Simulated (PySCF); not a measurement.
Computed with delta-SCF UKS SCAN, pcX-2 on the ionised atom, pcseg-1 elsewhere, spin-free X2C in PySCF. Geometries: PBE0-D3(BJ)/def2-SVP; isolated species, one conformer each. Values against the vacuum level.

Problem. Order these sites by rising C 1s binding energy.
A. C7 in `[CH3:1][O:2][C:3](=[O:4])[CH2:5][O:6][C:7]([CH3:8])=[O:9]`
B. C4 in `[NH2:1][Ge:2]1([Br:3])[CH2:4][CH2:5][CH2:6]1`
C. C3 in `[NH:1]=[C:2]1[CH2:3][CH:4]([F:5])[CH2:6]1`
D. C2 in `[CH2:1]=[C:2]([CH3:3])[Ge@@H:4]([NH2:5])[Br:6]`

Solution. B (289.94 eV), D (290.35 eV), C (291.05 eV), A (294.62 eV).

The highest is bonded to O (double bond), O and C, the lowest to C, 2 H and Ge; the range is 4.68 eV.
